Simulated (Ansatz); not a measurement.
Reaction (cleavage of the Si–Si bond): `O[SiH](O)[SiH](F)F` + `C=N` → `C=N[SiH](F)F` + `O[SiH2]O`

Program: Ansatz. Geometries: PBE0-D4/def2-TZVP. ΔE: electronic, gas phase. CBS: MP2 limit from def2 TZ/QZ plus the TZ coupled-cluster correction, frozen cores. This one scheme is used for every species. Functionals use def2-TZVPP. Each species was taken in one conformer, which may not be the lowest.

| level | ΔE (kJ/mol) |
| --- | --- |
| PBE-D4 | -64.9 |
| ωB97X-V | -80.7 |
| ωB97M-V | -88.8 |
| B2PLYP | -88.4 |
| PBE | -66.4 |
| CCSD/def2-TZVPP | -87.4 |
| CCSD(T)/def2-TZVPP | -86.0 |
| SCS-MP2/def2-QZVPP | -93.7 |

(1) What does CCSD(T)/CBS give? (Estimate.)

Largest T1 diagnostic among the species: 0.013.

Answers

(1) The calculation gave: -84.8 kJ/mol. The listed levels differ from it by 19.9, 4.1, -4.0, -3.6, 18.4, -2.6, -1.2, -8.9 kJ/mol.

From PBE to PBE0 (25 % exact exchange), in def2-TZVPP and without D4, ΔE moves by −7.8 kJ/mol. In def2-TZVPP, CCSD(T) changes the Hartree–Fock value by +15.4 kJ/mol (the triples alone add +1.3 kJ/mol) and MP2 by +6.1 kJ/mol.
